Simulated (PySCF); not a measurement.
ClGeHS, SMILES [SH][Ge][Cl] (connectivity only; charge and spin as stated), neutral, multiplicity 1. The structure is a stationary point at PBE0-D3(BJ)/def2-TZVP. Other conformers were not sampled.

PySCF with TDA-LC-ωPBE/def2-SVPD puts the lowest singlet excitations at 3.86, 5.17, 5.95, 6.32, 6.63, 6.74 eV.

Q: What are the lowest excitation roots from ADC(2)/aug-cc-pVDZ in PySCF 2.14.0? (An estimate is asked for; the answer gives what the named calculation found.)

A: 3.74, 4.53, 5.65, 5.98, 6.16, 6.50 eV. S1 differs by -0.13 eV (second minus first; roots are paired by order, and the bases may differ).
